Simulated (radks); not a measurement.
Results of a calculation; reference values are marked as such.
Valence configurations of neutral fluorine (all share [He]). Code: a radial shooting solver on a logarithmic mesh with Libxc functionals. Model: Dirac Kohn-Sham, PBEsol, spin-unpolarised, spherical densities, point nucleus; open shells fill j = l - 1/2 first. Energies are relative to 2s2 2p5; eigenvalues in eV.

valence      E (eV)  e(2p1/2)  e(2p3/2)  e(2s1/2)
2s2 2p5       0.000   -11.090   -11.026   -29.716
2s1.5 2p5.5   9.352   -11.310   -11.247   -29.964
2s1 2p6      18.717   -11.525   -11.462   -30.206

NIST lists [He] 2s2 2p5 as the ground configuration; this level of theory agrees among the configurations tried. The energies are those of spherical spin-averaged densities, not of single terms.
